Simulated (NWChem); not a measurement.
Molecule: WN2H3OCl; SMILES [NH]=[W](=[NH])([OH])[Cl]

```xyz
8

W     -0.0181    -0.1872     0.0000
N     -0.9168    -0.6600     1.4163
H     -1.6977    -1.0474     1.9363
N     -0.9168    -0.6600    -1.4163
H     -1.6977    -1.0474    -1.9363
Cl     0.1529     2.1153     0.0000
O      1.6340    -1.0945     0.0000
H      1.8959    -2.0188     0.0000
```
Atoms are numbered in this order, from 1.

Computed with NWChem. Coordinates come from a PBE0/def2-SVP optimisation. No frequency run checked for a minimum. def2 effective core potentials on W; no spin-orbit coupling. Level M06-L/def2-SVP: energy and gradient on several grids; changes count from the extra-fine grid, which is no exact limit either.

```json
[
 {"grid": "xcoarse", "size of the energy change (μHa)": "30000", "largest change of a gradient component (μHa/bohr)": "8000", "time, medium = 1 (rough)": "about 1"},
 {"grid": "coarse", "size of the energy change (μHa)": "600", "largest change of a gradient component (μHa/bohr)": "700", "time, medium = 1 (rough)": "about 1"},
 {"grid": "medium", "size of the energy change (μHa)": "60", "largest change of a gradient component (μHa/bohr)": "300", "time, medium = 1 (rough)": "about 1"},
 {"grid": "fine", "size of the energy change (μHa)": "< 10", "largest change of a gradient component (μHa/bohr)": "200", "time, medium = 1 (rough)": "about 1"},
 {"grid": "xfine", "size of the energy change (μHa)": "< 10", "largest change of a gradient component (μHa/bohr)": "< 30", "time, medium = 1 (rough)": "2"}
]
```
